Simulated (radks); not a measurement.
Sn+, 49 electrons, occupied as [Kr] 4d10 5p(up 1, down 1) 5s(up 0.5, down 0.5) (fractional occupations, a model configuration). Calculated with a radial shooting solver on a logarithmic mesh with Libxc functionals: scalar-relativistic Kohn-Sham, PBE, spin-polarised, spherical densities, point nucleus.

Unscreened Slater integrals over Kohn-Sham orbitals (hartree). They are taken over the spin-up orbitals.

F0(5p,5p): 0.31692
F2(5p,5p): 0.16938
F0(5p,5s): 0.34849
G1(5p,5s): 0.22469
F0(5p,4d): 0.40029
F2(5p,4d): 0.10394
G1(5p,4d): 0.036252
G3(5p,4d): 0.031478
F0(5s,5s): 0.39488
F0(5s,4d): 0.48457
G2(5s,4d): 0.066642
F0(4d,4d): 0.82950
F2(4d,4d): 0.41542
F4(4d,4d): 0.27314

Derived for the open shells (J is the average intra-shell exchange parameter used in DFT+U). 5p: J = F2/5 = 0.03388 hartree.
